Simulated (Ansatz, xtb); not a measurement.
# ClF2HSi2: which of two structures lies lower

We compare a, a singlet given by its coordinates, with b, `F[SiH](F)[Si]Cl`, a singlet. Both are isolated molecules in the gas phase, relaxed with PBE0-D3(BJ)/def2-SVP; the shapes shown needn't be the lowest conformers.

a (Å):

```yaml
atoms:
  - { symbol: Cl, position_ang: [-0.0243, 0.5307, 2.3280] }
  - { symbol: F, position_ang: [-1.1838, -1.3258, 0.2299] }
  - { symbol: F, position_ang: [-2.3430, 0.9341, 0.3941] }
  - { symbol: Si, position_ang: [-0.8849, 0.2497, 0.3792] }
  - { symbol: Si, position_ang: [1.1685, 1.2487, 0.0493] }
  - { symbol: H, position_ang: [0.3860, 2.5573, 0.2019] }
```

Close contacts (Å): Cl1–Si4 2.15, Cl1–Si5 2.67, F2–Si4 1.61, F3–Si4 1.61, Si4–Si5 2.31, Si5–H6 1.53.

b (Å):

| atom | x (Å) | y (Å) | z (Å) |
| --- | --- | --- | --- |
| Cl | -2.6817 | 0.8070 | -0.0282 |
| F | 0.0304 | 1.1929 | -2.6879 |
| F | 1.8349 | 1.6528 | -0.8718 |
| Si | 0.3391 | 1.0647 | -1.0975 |
| Si | -1.3428 | 2.4312 | -0.0214 |
| H | 0.3700 | -0.3838 | -0.7499 |

Question: Estimate E(b) − E(a) at the level CCSD(T)/def2-SVP + ΔMP2/def2-TZVPP.

Answer: Calculated at CCSD(T)/def2-SVP + ΔMP2/def2-TZVPP: E(b) − E(a) = −9.1 kJ/mol, so structure b lies lower.

Level by level:

| level | geometry | E(b) − E(a) (kJ/mol) | departure from the last row (kJ/mol) | job, with rough time for the two |
| --- | --- | --- | --- | --- |
| PBE0-D3(BJ)/def2-SVP | PBE0-D3(BJ)/def2-SVP | +1.3 | +10.4 | optimisation, 5.4 min |
| HF/def2-SVP | PBE0-D3(BJ)/def2-SVP | −30.3 | −21.2 | part of the CCSD(T) run |
| MP2/def2-SVP | PBE0-D3(BJ)/def2-SVP | −6.8 | +2.3 | part of the CCSD(T) run |
| CCSD(T)/def2-SVP | PBE0-D3(BJ)/def2-SVP | −10.4 | −1.3 | single point |
| CCSD(T)/def2-SVP + ΔMP2/def2-TZVPP | PBE0-D3(BJ)/def2-SVP | −9.1 |  | single point, 82 s |

PBE0-D3(BJ)/def2-SVP finds them nearly level. The largest departure from CCSD(T)/def2-SVP + ΔMP2/def2-TZVPP is that of HF/def2-SVP, 21.2 kJ/mol. Levels run at GFN2-xTB geometries aren't shown. The last row adds to CCSD(T) the change of the MP2 difference between the two basis sets, here +1.3 kJ/mol.

With harmonic frequencies from PBE0-D3(BJ)/def2-SVP (ideal gas, rigid rotor, one conformer each, 298.15 K, 1 atm): on the last row, ΔE + ΔZPE = −6.8 kJ/mol. A mode under 50 cm⁻¹ makes harmonic enthalpies and free energies unreliable, so none is given.

The correlated steps freeze 17 core orbitals. Codes used: Ansatz 0.2.0; the last row on 1 thread of AMD EPYC (Zen 3) on a shared host.
